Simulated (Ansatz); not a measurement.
Reaction: SiH2Cl (SMILES Cl[SiH2], doublet) → SiH2Cl- (SMILES [SiH2-]Cl) (an electron is taken up)
Each species at its own B3LYP-D3(BJ)/def2-TZVP minimum (Ansatz, a quantum-chemistry and plane-wave program).

Total energies in hartree (Ansatz). Radicals and triplets start from unrestricted determinants; spin-orbit coupling is neglected. Correlated methods leave the cores frozen. No relativity.

```tsv
species	HF/aug-cc-pV(T+d)Z	CCSD(T)/aug-cc-pV(T+d)Z	HF/aug-cc-pV(Q+d)Z	CCSD(T)/aug-cc-pV(Q+d)Z	CCSD(T)/aug-cc-pV(D+d)Z	CCSDT(Q)/aug-cc-pV(D+d)Z
1: SiH2Cl (SMILES [SiH2]Cl, doublet)	-749.64116	-749.98842	-749.64760	-750.01828	-749.89327	-749.89480
2: SiH2Cl- (SMILES [SiH2-]Cl)	-749.66717	-750.05478	-749.67298	-750.08489	-749.95889	-749.96066
```

Question: Work out the adiabatic electron affinity (electronic), positive where energy is released in eV: take Hartree-Fock from aug-cc-pV(Q+d)Z, extrapolate the CCSD(T) correlation energy as X^-3 (X = 3, 4), and add CCSDT(Q) - CCSD(T) in aug-cc-pV(D+d)Z. 1 hartree = 27.211 eV.

Answer: 
Species 1: correlation (64·(-0.37068) - 27·(-0.34726))/37 = -0.38777; step -0.00153; E1 = -749.64760 + (-0.38777) + (-0.00153) = -750.03690
Species 2: correlation (64·(-0.41191) - 27·(-0.38761))/37 = -0.42964; step -0.00177; E2 = -749.67298 + (-0.42964) + (-0.00177) = -750.10439
+1·E1 -1·E2 = 0.06749 hartree = 1.84 eV.
